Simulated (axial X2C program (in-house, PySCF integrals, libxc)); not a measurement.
**Spin–orbit effects along a row: molecules with Na (ions), PBE0**

All values come from calculations with an in-house all-electron X2C program for linear molecules (integrals from PySCF), spin-free (one-electron X2C) or two-component (2c: spin–orbit coupling with atomic mean-field Coulomb and Gaunt terms, which also bring small scalar terms), in Dyall basis sets with cores contracted in-house; open shells are unrestricted.

Basis sets: Br dyall-acv3z, Ca dyall-acv3z, Co dyall-acv3z, Cu dyall-acv3z, Ga dyall-acv3z, Ge dyall-acv3z, K dyall-acv3z, Mn dyall-acv3z, Na dyall-av3z, Sc dyall-acv3z, Se dyall-acv3z, Ti dyall-acv3z, V dyall-acv3z.

| molecule | spin-free state | Re (Å) | ωe (cm⁻¹) | De (eV) | 2c state | Re 2c (Å) | ωe 2c (cm⁻¹) | De 2c (eV) |
| --- | --- | --- | --- | --- | --- | --- | --- | --- |
| NaK⁻ | M_S = 1/2, Λ = 0 | 3.978 | 79.6 | 0.63 | Ω = 1/2 | 3.978 | 79.6 | 0.63 |
| NaCa⁻ | M_S = 0, Λ = 0 | 3.959 | 89.4 | 0.51 | Ω = 0 | 3.959 | 89.4 | 0.51 |
| NaSc⁻ | M_S = 1/2, Λ = 2 | 3.729 | 99.7 | 0.48 | Ω = 3/2 | 3.729 | 99.7 | n/a |
| NaTi⁻ | M_S = 2, Λ = 2 | 3.344 | 107.1 | n/a | Ω = 4 | 3.345 | 107.1 | n/a |
| NaV⁻ | M_S = 5/2, Λ = 0 | 3.364 | 105.8 | n/a | Ω = 5/2 | 3.364 | 105.8 | n/a |
| NaMn⁻ | M_S = 5/2, Λ = 0 | 3.629 | 80.8 | n/a | Ω = 5/2 | 3.630 | 80.8 | n/a |
| NaCo⁻ | M_S = 3/2, Λ = 2 | 2.881 | 139.2 | 0.91 | Ω = 7/2 | 2.881 | 139.2 | n/a |
| NaCu⁻ | ? | ? | ? | ? | ? | ? | ? | ? |
| NaGa⁻ | M_S = 1/2, Λ = 1 | 3.146 | 121.7 | 0.86 | Ω = 1/2 | 3.147 | 121.1 | n/a |
| NaGe⁻ | M_S = 1, Λ = 0 | 2.923 | 157.8 | 1.00 | Ω = 1 | 2.924 | 157.7 | 1.00 |
| NaSe⁻ | M_S = 0, Λ = 0 | 2.517 | 291.3 | 1.43 | Ω = 0 | 2.522 | 287.0 | 1.41 |
| NaBr⁻ | M_S = 1/2, Λ = 0 | 2.660 | 214.0 | 1.15 | Ω = 1/2 | 2.661 | 213.6 | 1.14 |

Task: Estimate the 2c Re and ωe of NaCu⁻ as the mean of its neighbours in the table.

Result: Re ≈ 3.014 Å, ωe ≈ 130.1 cm⁻¹. The PBE0 runs give the row below, so the estimate misses by 0.236 Å and -20.2 cm⁻¹.

```tsv
molecule	spin-free state	Re (Å)	ωe (cm⁻¹)	De (eV)	2c state	Re 2c (Å)	ωe 2c (cm⁻¹)	De 2c (eV)
NaCu⁻	M_S = 1/2, Λ = 0	2.778	150.4	0.95	Ω = 1/2	2.778	150.3	0.95
```

Fragments in 2c: K + Na-, Ca + Na-, Sc + Na-, Ti + Na-, V + Na-, Mn- + Na, Co- + Na, Cu- + Na, Ga + Na-, Ge- + Na, Se- + Na, Br- + Na. Each entry is the lowest single determinant of a limited PBE0 search at one distance. De goes to single-determinant-based atoms at the same level (for ions the charge split of lowest energy) and is withheld (n/a) where an atom does not fit its ground term or J level. Main or longest-lived isotopes. One determinant is a doubtful description, or other states lie close, for NaCa⁻, NaSc⁻, NaTi⁻, NaV⁻, NaMn⁻, NaCo⁻, NaGa⁻, NaGe⁻, NaSe⁻; these need not be ground states, and all values refer to the states named. Some open-shell Ω = 0 determinants are out of reach, so the Ω given for NaTi⁻, NaGe⁻ need not be the lowest component. With several unpaired electrons the Ω given is that of one determinant, not necessarily of the lowest component. The functionals have no current term, which raises determinants with orbital currents. Where the atoms have a lower orbital projection than the molecule, De at mean-field level may be about a tenth of an eV too small.
